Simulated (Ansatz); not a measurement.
Molecule: GeH₂ (charge 0, singlet). SMILES: [GeH2]
Geometry: optimised at B3LYP-D3(BJ)/def2-TZVP (Ansatz, a program for electronic structure).

Parts of the frozen-core correlation energy in cc-pVDZ (Ansatz, hartree). Frozen orbitals: 14; correlated occupied orbitals by spin: 3 and 3; virtual: 20 and 20. Spin-orbit coupling is left out. No relativistic terms. The restricted reference is unstable.

| term | value |
|---|---|
| reference (HF) | -2076.44354 |
| MP2 opposite-spin | -0.07510 |
| MP2 same-spin | -0.00864 |
| CCSD correlation | -0.11015 |
| (T) | -0.00200 |
| FCI minus CCSD(T) | -0.00061 |
| CCSDT minus CCSD(T) | -0.00052 |
| CCSDT(Q) minus CCSD(T) | -0.00059 |
| T1 diagnostic | 0.013 |
| largest doubles amplitude | 0.091 |
